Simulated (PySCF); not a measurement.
Atoms are numbered as in `[CH:1]#[C:2][Si@@H:3]1[C@H:4]([C:5]#[N:6])[C:7]12[CH:8]=[CH:9]2`. Each H is labelled by its parent atom.

Method: GFN2-xTB geometry, σ from GIAO-PBE0/pcSseg-1, in PySCF (one conformer, in vacuum, non-relativistic).

δ = σ(ref) − σ, references computed at the same level: 13C against TMS.

**Question.** Do the 13C shifts follow the atomic charges (in e)? Tabulate both.

**Answer.** 
```csv
atoms,hybridisation,δ (ppm),σ para (ppm),Hirshfeld,IAO,Mulliken,ESP-fitted
C5,sp,124.1,-195,+0.06,+0.14,+0.14,+0.40
C9,sp2,122.4,-186,-0.02,-0.11,+0.01,-0.23
C8,sp2,121.0,-191,-0.03,-0.12,-0.00,-0.21
C1,sp,107.0,-181,-0.06,-0.16,-0.15,-0.40
C2,sp,81.8,-153,-0.15,-0.33,-0.18,+0.04
C7,sp3,22.5,-81,-0.09,-0.22,-0.33,+0.12
C4,sp3,2.7,-74,-0.11,-0.43,-0.43,-0.28
```

Correlation coefficients of δ with charge over these carbons: Hirshfeld +0.65, IAO +0.75, Mulliken +0.94, ESP-fitted +0.06; with the paramagnetic shielding -1.00. With so few points, grouped by hybridisation, these coefficients are fragile. Charge is one influence among several: hybridisation and low-lying excitations act through the paramagnetic term.

Shifts are as computed. Against solution values, carbons near 30 ppm lie about +3 ppm off and those near 130 ppm about +5 ppm. Of 1309 compounds with measured shifts, 239 miss one by over three times the rms of a fit or turn the order of signals round; such compounds aren't used in these exercises.
